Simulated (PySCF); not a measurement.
SeCl3, SMILES Cl[Se+](Cl)Cl, charge +1.

Geometry: ωB97X-D3(BJ)/def2-SVP. The multiplicity is an assumed one; other spin states were not compared. The isomer is the one that the SMILES or the coordinates give; other isomers of the formula were not compared.

Two levels are set side by side: PBE/def2-TZVPD (PySCF) and PBE0/def2-TZVPD (PySCF). Same geometry, gas phase. Differences are taken from unrounded values.

| quantity | PBE |
|---|---|
| orbital gap (eV) | 4.19 |
| highest occupied level (eV) | -13.83 |
| lowest empty level (eV) | -9.64 |
| mean polarisability (bohr³) | 67.5 |

### Question
These are the PBE values. What does PBE0 give? (Estimate from the structure and the level; the computed values follow.)

### Answer

```json
[
 {"quantity": "orbital gap (eV)", "PBE0": "6.40", "PBE minus PBE0": "-2.21"},
 {"quantity": "highest occupied level (eV)", "PBE0": "-15.14", "PBE minus PBE0": "1.32"},
 {"quantity": "lowest empty level (eV)", "PBE0": "-8.74", "PBE minus PBE0": "-0.90"},
 {"quantity": "mean polarisability (bohr³)", "PBE0": "65.4", "PBE minus PBE0": "2.1"}
]
```

Without exact exchange PBE keeps part of each electron's self-repulsion, which lifts occupied levels and narrows the gap. PBE's more diffuse valence density responds more strongly to a field. Differences between two approximate levels are no errors against the true value.

Rough cost on one machine, each run with all the roots and properties that it gave: PBE0 against PBE within a factor of 2.
